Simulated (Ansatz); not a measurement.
Start from `[CH3][In]([SH])[Cl]` and change one atom or group to get `[CH3][In]([Cl])[Cl]`.

Ansatz, PBE0-D4/def2-TZVP geometries, multiplicity 1. Each molecule was computed in one conformer, which needn't be the lowest.

Elements past krypton have def2 core potentials.

```csv
property,`[CH3][In]([SH])[Cl]`
HOMO–LUMO gap (PBE0/def2-TZVPP) / eV,6.40
HOMO energy (PBE0/def2-TZVPP) / eV,-7.66
HOMO–LUMO gap (ωB97M-V/def2-TZVPP) / eV,10.12
size of the dipole moment (B3LYP/def2-TZVPP) / D,2.65
HOMO energy (B3LYP/def2-TZVPP) / eV,-7.40
HOMO energy (ωB97M-V/def2-TZVPP) / eV,-9.85
```

Problem. What does the change do to each property? (Estimate.)

Solution. Ansatz gave: 
| property | `[CH3][In]([Cl])[Cl]` | shift |
| --- | --- | --- |
| HOMO–LUMO gap (PBE0/def2-TZVPP) / eV | 6.90 | 0.50 |
| HOMO energy (PBE0/def2-TZVPP) / eV | -8.53 | -0.87 |
| HOMO–LUMO gap (ωB97M-V/def2-TZVPP) / eV | 10.74 | 0.62 |
| size of the dipole moment (B3LYP/def2-TZVPP) / D | 3.70 | 1.05 |
| HOMO energy (B3LYP/def2-TZVPP) / eV | -8.27 | -0.87 |
| HOMO energy (ωB97M-V/def2-TZVPP) / eV | -10.69 | -0.84 |

With PBE0 the HOMO falls by 0.87 eV and the LUMO falls by 0.37 eV, so the gap widens by about 0.50 eV. PBE moves the HOMO by -0.79 eV and ωB97M-V by -0.84 eV. Dipoles are sizes alone; their direction can turn.

B3LYP here is the variant with VWN-RPA as its local correlation; programs differ in this.
